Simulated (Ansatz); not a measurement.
A short molecular-dynamics run on C2H7BrInN, SMILES `C[N](C)[InH][Br]`.

```yaml
crystal:
  periodic: [false, false, false]
  atoms:
    - {symbol: C, position_ang: [-0.516948, -0.673005, 1.252256]}
    - {symbol: N, position_ang: [-0.042743, -0.040485, 0.049063]}
    - {symbol: C, position_ang: [1.188797, 0.680804, 0.234664]}
    - {symbol: In, position_ang: [-1.011900, -0.164030, -1.692963]}
    - {symbol: Br, position_ang: [0.197023, 1.084905, -3.458815]}
    - {symbol: H, position_ang: [-1.452066, -1.211679, 1.077729]}
    - {symbol: H, position_ang: [-0.702515, 0.061812, 2.050251]}
    - {symbol: H, position_ang: [0.213471, -1.396872, 1.644290]}
    - {symbol: H, position_ang: [1.514627, 1.144921, -0.697967]}
    - {symbol: H, position_ang: [1.994793, 0.016414, 0.580552]}
    - {symbol: H, position_ang: [1.078559, 1.476202, 0.986921]}
    - {symbol: H, position_ang: [-2.461100, -0.978967, -2.025972]}
basis:
  gaussian: {orbitals: def2-SVP}
hamiltonian: {xc: {name: PBE}, dispersion: d3bjatm}
md: {timestep: 1 fs, n_steps: 20, ensemble: nve, temperature: 700, initial_velocities: maxwell_boltzmann, seed: 423}
```

```sh
$ ansatz run in.yaml --threads 2 --pin off --events-out ev --progress --plain --max-ram 32768MiB --backend cpu
```

| step | time (fs) | potential energy (eV) | kinetic (eV) | T (K) | conserved (eV) |
| --- | --- | --- | --- | --- | --- |
| 0 | 0.0 | -78872.8568 | 0.9048 | 700 | -78871.9520 |
| 1 | 1.0 | -78872.8089 | 0.8605 | 666 | -78871.9485 |
| 2 | 2.0 | -78872.6416 | 0.7021 | 543 | -78871.9394 |
| 3 | 3.0 | -78872.4833 | 0.5481 | 424 | -78871.9353 |
| 4 | 4.0 | -78872.4013 | 0.4655 | 360 | -78871.9358 |
| 5 | 5.0 | -78872.3892 | 0.4511 | 349 | -78871.9381 |
| 6 | 6.0 | -78872.4087 | 0.4673 | 362 | -78871.9414 |
| 7 | 7.0 | -78872.4112 | 0.4688 | 363 | -78871.9425 |
| 8 | 8.0 | -78872.3910 | 0.4537 | 351 | -78871.9373 |
| 9 | 9.0 | -78872.4270 | 0.4939 | 382 | -78871.9331 |
| 10 | 10.0 | -78872.5734 | 0.6329 | 490 | -78871.9405 |
| 11 | 11.0 | -78872.7242 | 0.7736 | 598 | -78871.9506 |
| 12 | 12.0 | -78872.7337 | 0.7837 | 606 | -78871.9500 |
| 13 | 13.0 | -78872.6034 | 0.6616 | 512 | -78871.9419 |
| 14 | 14.0 | -78872.4492 | 0.5129 | 397 | -78871.9363 |
| 15 | 15.0 | -78872.3589 | 0.4235 | 328 | -78871.9354 |
| 16 | 16.0 | -78872.3487 | 0.4113 | 318 | -78871.9374 |
| 17 | 17.0 | -78872.3851 | 0.4436 | 343 | -78871.9415 |
| 18 | 18.0 | -78872.4053 | 0.4609 | 357 | -78871.9444 |
| 19 | 19.0 | -78872.3733 | 0.4324 | 335 | -78871.9409 |
| 20 | 20.0 | -78872.3436 | 0.4086 | 316 | -78871.9350 |

Velocities are drawn at the set temperature; a run this short doesn't reach equilibrium.

Frames (Å, forces in eV/Å):

```xyz
12
time=0.0 fs
C    -0.517   -0.673    1.252    0.025    0.097   -0.293
N    -0.043   -0.040    0.049    0.236    0.035    0.409
C     1.189    0.681    0.235   -0.243   -0.125   -0.099
In   -1.012   -0.164   -1.693   -0.405   -0.165   -0.318
Br    0.197    1.085   -3.459    0.244    0.245   -0.332
H    -1.452   -1.212    1.078   -0.476   -0.280   -0.065
H    -0.703    0.062    2.050   -0.093    0.345    0.431
H     0.213   -1.397    1.644    0.353   -0.366    0.234
H     1.515    1.145   -0.698    0.177    0.248   -0.490
H     1.995    0.016    0.581    0.425   -0.307    0.185
H     1.079    1.476    0.987   -0.020    0.403    0.382
H    -2.461   -0.979   -2.026   -0.223   -0.128   -0.043
12
time=1.0 fs
C    -0.520   -0.662    1.250   -0.653   -1.139   -1.215
N    -0.044   -0.041    0.043    0.508    0.049    0.520
C     1.191    0.676    0.229    0.342    0.218   -0.425
In   -1.010   -0.164   -1.694   -0.924   -0.479   -0.505
Br    0.196    1.084   -3.455    0.256    0.275   -0.383
H    -1.459   -1.246    1.038    0.251    0.397    0.307
H    -0.682    0.076    2.011   -0.488    0.919    1.164
H     0.188   -1.393    1.667    0.511   -0.357    0.145
H     1.502    1.166   -0.734    0.030   -0.273    0.409
H     2.007   -0.018    0.583   -0.120    0.312   -0.133
H     1.085    1.495    0.985    0.048   -0.074    0.051
H    -2.487   -1.028   -2.027    0.238    0.152    0.065
12
time=2.0 fs
C    -0.525   -0.652    1.247   -1.016   -2.043   -1.659
N    -0.045   -0.042    0.038    0.762    0.050    0.634
C     1.194    0.671    0.223    0.710    0.518   -0.605
In   -1.009   -0.164   -1.694   -1.339   -0.748   -0.660
Br    0.194    1.084   -3.450    0.270    0.305   -0.434
H    -1.464   -1.276    1.001    0.721    0.941    0.633
H    -0.666    0.100    1.982   -0.753    1.161    1.514
H     0.167   -1.392    1.692    0.507   -0.199   -0.009
H     1.490    1.184   -0.766   -0.031   -0.669    1.057
H     2.018   -0.049    0.585   -0.525    0.804   -0.375
H     1.092    1.512    0.983    0.100   -0.507   -0.241
H    -2.510   -1.076   -2.027    0.595    0.387    0.145
12
time=3.0 fs
C    -0.529   -0.643    1.243   -1.099   -2.231   -1.393
N    -0.045   -0.042    0.033    0.971    0.037    0.743
C     1.198    0.667    0.216    0.828    0.714   -0.661
In   -1.008   -0.163   -1.695   -1.648   -0.963   -0.779
Br    0.193    1.084   -3.446    0.285    0.335   -0.485
H    -1.462   -1.298    0.970    0.882    1.266    0.857
H    -0.657    0.134    1.968   -0.846    0.813    1.278
H     0.151   -1.393    1.716    0.396    0.057   -0.202
H     1.477    1.196   -0.788   -0.004   -0.894    1.382
H     2.024   -0.073    0.582   -0.731    1.101   -0.517
H     1.101    1.525    0.979    0.123   -0.805   -0.421
H    -2.528   -1.119   -2.025    0.843    0.568    0.198
12
time=4.0 fs
C    -0.535   -0.636    1.237   -0.955   -1.782   -0.655
N    -0.045   -0.043    0.028    1.113    0.013    0.841
C     1.202    0.664    0.209    0.727    0.783   -0.622
In   -1.007   -0.163   -1.696   -1.859   -1.127   -0.858
Br    0.192    1.083   -3.442    0.303    0.366   -0.535
H    -1.452   -1.307    0.947    0.766    1.357    0.958
H    -0.657    0.177    1.966   -0.819    0.045    0.663
H     0.139   -1.393    1.739    0.254    0.330   -0.389
H     1.464    1.199   -0.797    0.093   -0.944    1.389
H     2.023   -0.086    0.575   -0.735    1.190   -0.558
H     1.110    1.530    0.972    0.114   -0.929   -0.461
H    -2.538   -1.158   -2.022    0.997    0.697    0.226
12
time=5.0 fs
C    -0.542   -0.631    1.231   -0.595   -1.016    0.167
N    -0.043   -0.043    0.025    1.178   -0.020    0.916
C     1.207    0.661    0.202    0.426    0.722   -0.486
In   -1.006   -0.163   -1.697   -1.986   -1.242   -0.896
Br    0.190    1.083   -3.438    0.323    0.397   -0.583
H    -1.434   -1.303    0.933    0.394    1.209    0.931
H    -0.664    0.219    1.971   -0.740   -0.754    0.027
H     0.129   -1.391    1.757    0.141    0.548   -0.530
H     1.452    1.193   -0.793    0.247   -0.816    1.080
H     2.015   -0.087    0.563   -0.538    1.064   -0.501
H     1.120    1.526    0.959    0.079   -0.870   -0.360
H    -2.538   -1.190   -2.016    1.072    0.778    0.235
12
time=6.0 fs
C    -0.549   -0.626    1.226   -0.019   -0.135    0.863
N    -0.041   -0.043    0.021    1.170   -0.056    0.951
C     1.212    0.658    0.194   -0.077    0.535   -0.233
In   -1.005   -0.163   -1.698   -2.037   -1.312   -0.891
Br    0.189    1.082   -3.434    0.346    0.427   -0.629
H    -1.412   -1.288    0.929   -0.225    0.815    0.772
H    -0.679    0.255    1.975   -0.649   -1.333   -0.432
H     0.121   -1.383    1.771    0.083    0.663   -0.601
H     1.443    1.180   -0.778    0.445   -0.502    0.448
H     2.002   -0.079    0.545   -0.139    0.714   -0.345
H     1.131    1.514    0.943    0.023   -0.631   -0.128
H    -2.527   -1.214   -2.009    1.078    0.815    0.227
12
time=7.0 fs
C    -0.556   -0.622    1.220    0.708    0.770    1.380
N    -0.039   -0.044    0.019    1.099   -0.088    0.927
C     1.217    0.656    0.186   -0.746    0.252    0.121
In   -1.004   -0.164   -1.699   -2.013   -1.338   -0.845
Br    0.188    1.082   -3.430    0.371    0.457   -0.673
H    -1.393   -1.265    0.931   -1.025    0.220    0.501
H    -0.699    0.278    1.976   -0.556   -1.627   -0.677
H     0.113   -1.368    1.779    0.090    0.657   -0.591
H     1.438    1.162   -0.759    0.663   -0.031   -0.450
H     1.988   -0.063    0.525    0.431    0.166   -0.102
H     1.143    1.496    0.926   -0.041   -0.244    0.206
H    -2.507   -1.230   -1.999    1.018    0.807    0.204
12
time=8.0 fs
C    -0.562   -0.617    1.216    1.340    1.515    1.658
N    -0.035   -0.044    0.017    0.983   -0.111    0.838
C     1.221    0.655    0.178   -1.420   -0.042    0.448
In   -1.004   -0.164   -1.700   -1.912   -1.314   -0.760
Br    0.187    1.082   -3.426    0.397    0.487   -0.715
H    -1.383   -1.239    0.939   -1.757   -0.384    0.205
H    -0.725    0.285    1.970   -0.463   -1.643   -0.726
H     0.107   -1.348    1.781    0.157    0.528   -0.500
H     1.439    1.143   -0.744    0.841    0.461   -1.356
H     1.978   -0.046    0.503    1.041   -0.455    0.172
H     1.154    1.475    0.911   -0.098    0.211    0.570
H    -2.477   -1.239   -1.987    0.890    0.748    0.166
12
time=9.0 fs
C    -0.568   -0.610    1.214    1.474    1.767    1.568
N    -0.031   -0.045    0.015    0.838   -0.117    0.688
C     1.225    0.653    0.170   -1.766   -0.221    0.518
In   -1.003   -0.164   -1.701   -1.728   -1.230   -0.642
Br    0.186    1.082   -3.423    0.424    0.516   -0.756
H    -1.391   -1.218    0.948   -2.006   -0.687    0.027
H    -0.755    0.276    1.958   -0.377   -1.376   -0.584
H     0.101   -1.322    1.779    0.274    0.292   -0.337
H     1.448    1.129   -0.742    0.878    0.731   -1.804
H     1.977   -0.034    0.483    1.433   -0.895    0.366
H     1.164    1.456    0.902   -0.129    0.593    0.841
H    -2.438   -1.241   -1.973    0.684    0.627    0.114
12
time=10.0 fs
C    -0.572   -0.603    1.212    0.922    1.319    1.045
N    -0.026   -0.046    0.014    0.673   -0.102    0.502
C     1.227    0.651    0.163   -1.485   -0.218    0.249
In   -1.003   -0.165   -1.702   -1.452   -1.074   -0.497
Br    0.185    1.082   -3.419    0.451    0.545   -0.795
H    -1.417   -1.203    0.958   -1.534   -0.538    0.031
H    -0.789    0.254    1.939   -0.322   -0.814   -0.235
H     0.099   -1.294    1.773    0.411   -0.011   -0.125
H     1.466    1.122   -0.758    0.703    0.629   -1.489
H     1.991   -0.030    0.467    1.361   -0.922    0.382
H     1.173    1.444    0.900   -0.119    0.753    0.886
H    -2.393   -1.236   -1.959    0.391    0.433    0.046
12
time=11.0 fs
C    -0.575   -0.594    1.211    0.012    0.334    0.229
N    -0.021   -0.047    0.014    0.492   -0.066    0.314
C     1.227    0.649    0.156   -0.621   -0.069   -0.124
In   -1.003   -0.166   -1.703   -1.086   -0.837   -0.338
Br    0.184    1.082   -3.415    0.476    0.573   -0.831
H    -1.458   -1.193    0.968   -0.582   -0.133    0.123
H    -0.826    0.225    1.919   -0.328    0.006    0.304
H     0.100   -1.265    1.766    0.514   -0.304    0.087
H     1.490    1.120   -0.787    0.355    0.267   -0.620
H     2.017   -0.034    0.454    0.834   -0.555    0.238
H     1.180    1.438    0.907   -0.074    0.630    0.652
H    -2.344   -1.228   -1.944    0.007    0.155   -0.036
12
time=12.0 fs
C    -0.579   -0.585    1.211   -0.744   -0.767   -0.559
N    -0.015   -0.047    0.014    0.297   -0.018    0.153
C     1.227    0.647    0.149    0.459    0.151   -0.325
In   -1.003   -0.166   -1.705   -0.647   -0.525   -0.176
Br    0.183    1.082   -3.412    0.499    0.599   -0.863
H    -1.505   -1.184    0.979    0.400    0.228    0.173
H    -0.867    0.195    1.901   -0.382    0.878    0.889
H     0.106   -1.240    1.760    0.511   -0.493    0.239
H     1.518    1.122   -0.823   -0.042   -0.121    0.326
H     2.051   -0.044    0.444    0.114   -0.039    0.046
H     1.187    1.438    0.921   -0.013    0.304    0.223
H    -2.294   -1.218   -1.929   -0.452   -0.198   -0.126
12
time=13.0 fs
C    -0.583   -0.576    1.210   -1.141   -1.513   -0.927
N    -0.009   -0.048    0.013    0.090    0.029    0.036
C     1.228    0.645    0.141    1.408    0.373   -0.289
In   -1.003   -0.167   -1.706   -0.187   -0.175   -0.026
Br    0.182    1.082   -3.409    0.519    0.624   -0.893
H    -1.548   -1.174    0.992    1.131    0.403    0.130
H    -0.910    0.174    1.892   -0.366    1.428    1.217
H     0.117   -1.219    1.756    0.354   -0.518    0.288
H     1.545    1.122   -0.856   -0.387   -0.391    1.030
H     2.087   -0.055    0.434   -0.532    0.396   -0.103
H     1.194    1.442    0.936    0.041   -0.068   -0.249
H    -2.250   -1.210   -1.916   -0.929   -0.588   -0.215
12
time=14.0 fs
C    -0.588   -0.569    1.208   -1.289   -1.623   -0.657
N    -0.004   -0.049    0.013   -0.123    0.061   -0.040
C     1.230    0.643    0.134    2.061    0.534   -0.094
In   -1.003   -0.168   -1.707    0.199    0.133    0.097
Br    0.181    1.082   -3.405    0.538    0.647   -0.922
H    -1.580   -1.159    1.006    1.538    0.390    0.011
H    -0.958    0.167    1.894   -0.124    1.396    1.055
H     0.132   -1.204    1.755    0.059   -0.394    0.243
H     1.568    1.118   -0.878   -0.630   -0.506    1.402
H     2.117   -0.061    0.422   -0.975    0.654   -0.176
H     1.201    1.444    0.949    0.076   -0.360   -0.634
H    -2.214   -1.207   -1.905   -1.328   -0.931   -0.284
12
time=15.0 fs
C    -0.594   -0.563    1.206   -1.283   -1.206    0.068
N     0.002   -0.050    0.013   -0.339    0.068   -0.082
C     1.233    0.641    0.126    2.378    0.589    0.187
In   -1.003   -0.169   -1.709    0.401    0.298    0.182
Br    0.180    1.083   -3.402    0.554    0.668   -0.952
H    -1.597   -1.141    1.020    1.635    0.233   -0.153
H    -1.006    0.173    1.907    0.338    0.925    0.513
H     0.147   -1.192    1.756   -0.299   -0.194    0.149
H     1.586    1.110   -0.887   -0.755   -0.474    1.444
H     2.138   -0.062    0.410   -1.189    0.726   -0.175
H     1.209    1.443    0.956    0.093   -0.509   -0.866
H    -2.191   -1.214   -1.896   -1.533   -1.122   -0.316
12
time=16.0 fs
C    -0.601   -0.558    1.204   -1.054   -0.555    0.858
N     0.008   -0.051    0.013   -0.549    0.048   -0.096
C     1.238    0.641    0.118    2.346    0.510    0.533
In   -1.003   -0.169   -1.710    0.354    0.248    0.228
Br    0.180    1.083   -3.399    0.568    0.687   -0.984
H    -1.598   -1.120    1.033    1.428   -0.042   -0.334
H    -1.051    0.188    1.924    0.842    0.363   -0.093
H     0.159   -1.182    1.759   -0.626    0.001    0.059
H     1.596    1.097   -0.883   -0.751   -0.300    1.162
H     2.148   -0.055    0.395   -1.177    0.627   -0.112
H     1.218    1.438    0.954    0.094   -0.496   -0.919
H    -2.182   -1.231   -1.890   -1.475   -1.088   -0.304
12
time=17.0 fs
C    -0.609   -0.554    1.203   -0.515    0.156    1.455
N     0.013   -0.051    0.012   -0.739    0.007   -0.087
C     1.245    0.640    0.111    1.943    0.287    0.950
In   -1.003   -0.170   -1.711    0.084   -0.007    0.247
Br    0.179    1.083   -3.396    0.581    0.705   -1.019
H    -1.586   -1.100    1.043    0.912   -0.427   -0.518
H    -1.089    0.206    1.941    1.225   -0.073   -0.554
H     0.166   -1.171    1.762   -0.851    0.134    0.012
H     1.600    1.081   -0.867   -0.608    0.015    0.546
H     2.146   -0.043    0.380   -0.934    0.360    0.010
H     1.228    1.427    0.944    0.083   -0.318   -0.785
H    -2.188   -1.259   -1.888   -1.181   -0.838   -0.255
12
time=18.0 fs
C    -0.617   -0.549    1.203    0.286    0.880    1.794
N     0.018   -0.052    0.012   -0.890   -0.041   -0.065
C     1.254    0.640    0.105    1.177   -0.051    1.398
In   -1.003   -0.171   -1.712   -0.308   -0.385    0.255
Br    0.179    1.084   -3.394    0.593    0.721   -1.057
H    -1.566   -1.084    1.047    0.139   -0.894   -0.691
H    -1.114    0.224    1.952    1.430   -0.339   -0.828
H     0.164   -1.160    1.765   -0.933    0.177    0.025
H     1.597    1.066   -0.846   -0.343    0.442   -0.355
H     2.136   -0.027    0.365   -0.459   -0.067    0.184
H     1.239    1.414    0.926    0.062    0.012   -0.472
H    -2.205   -1.294   -1.888   -0.754   -0.456   -0.187
12
time=19.0 fs
C    -0.625   -0.544    1.204    1.075    1.520    1.874
N     0.022   -0.053    0.011   -0.978   -0.078   -0.035
C     1.264    0.640    0.100    0.184   -0.394    1.693
In   -1.003   -0.172   -1.714   -0.714   -0.786    0.266
Br    0.178    1.085   -3.391    0.606    0.737   -1.096
H    -1.544   -1.076    1.045   -0.656   -1.323   -0.821
H    -1.126    0.238    1.955    1.459   -0.459   -0.940
H     0.153   -1.147    1.769   -0.852    0.120    0.105
H     1.591    1.054   -0.829   -0.044    0.864   -1.291
H     2.121   -0.011    0.351    0.193   -0.605    0.385
H     1.250    1.400    0.904    0.034    0.450   -0.022
H    -2.229   -1.334   -1.889   -0.307   -0.046   -0.119
12
time=20.0 fs
C    -0.632   -0.537    1.206    1.422    1.843    1.658
N     0.025   -0.054    0.011   -0.986   -0.089    0.003
C     1.273    0.639    0.096   -0.697   -0.573    1.542
In   -1.004   -0.172   -1.715   -1.063   -1.142    0.286
Br    0.178    1.085   -3.389    0.617    0.752   -1.133
H    -1.528   -1.081    1.035   -1.062   -1.483   -0.841
H    -1.124    0.248    1.950    1.325   -0.444   -0.909
H     0.134   -1.133    1.774   -0.614   -0.030    0.245
H     1.585    1.051   -0.824    0.132    1.064   -1.791
H     2.108   -0.002    0.341    0.837   -1.101    0.552
H     1.261    1.391    0.882    0.005    0.882    0.449
H    -2.256   -1.375   -1.892    0.084    0.320   -0.059
```

Run time 62 s (2 threads of an AMD EPYC 7R13 on a shared host); peak host memory 0.59 GiB.
